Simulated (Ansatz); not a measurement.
Si₆H₁₂, a cluster cut from the lattice of silicon, relaxed as a singlet with RKS B3LYP-D4/def2-SVP in Ansatz, starting from the GFN2-xTB geometry. Force threshold 0.02 eV/Å.

Start:

```csv
atom,x (Å),y (Å),z (Å)
Si1,-1.1362,-0.1508,1.9302
Si2,0.7342,-1.4779,1.5366
Si3,2.1979,-0.4563,0.0466
Si4,-2.2032,0.4527,-0.0461
Si5,-0.7341,1.4714,-1.5362
Si6,1.1386,0.1472,-1.9350
H7,-2.0548,-0.7398,2.9139
H8,-0.6859,1.0839,2.5971
H9,1.3924,-1.9098,2.7772
H10,0.2817,-2.7485,0.9429
H11,2.7077,0.7726,0.6797
H12,3.4175,-1.2418,-0.1848
H13,-3.4153,1.2494,0.1880
H14,-2.7273,-0.7700,-0.6799
H15,-0.2787,2.7368,-0.9323
H16,-1.3910,1.9132,-2.7747
H17,0.6937,-1.0816,-2.6168
H18,2.0631,0.7493,-2.9063
```

```json
{"step": "1", "energy (eV)": "-47450.8047", "largest force component (eV/Å)": "0.476", "SCF passes": "13"}
{"step": "2", "energy (eV)": "-47450.9913", "largest force component (eV/Å)": "0.263", "SCF passes": "15"}
{"step": "3", "energy (eV)": "-47451.0175", "largest force component (eV/Å)": "0.013", "SCF passes": "15"}
```

Force components are those of the run's own axes.

End:

```xyz
18

Si   -1.1154   -0.0993    1.9512
Si    0.7112   -1.5162    1.5038
Si    2.2121   -0.4043    0.0703
Si   -2.2132    0.4035   -0.0702
Si   -0.7118    1.5144   -1.5040
Si    1.1161    0.0994   -1.9519
H    -2.0561   -0.7334    2.9257
H    -0.6041    1.1718    2.5513
H     1.3902   -1.9265    2.7716
H     0.2112   -2.7484    0.8191
H     2.6405    0.8739    0.7182
H     3.4299   -1.2367   -0.1763
H    -3.4293    1.2379    0.1772
H    -2.6443   -0.8742   -0.7173
H    -0.2117    2.7459   -0.8180
H    -1.3905    1.9261   -2.7715
H     0.6076   -1.1710   -2.5557
H     2.0575    0.7370   -2.9235
```

By distances, no bond broke or formed. The bond that changes most is Si2–Si3, from 2.33 to 2.35 Å (atoms count from 1). The end is the same structure that another start reached.

No frequencies were taken in this run, so the end may be a saddle point.

Run time 9 s (4 threads of AMD EPYC 7B13 on a shared host).
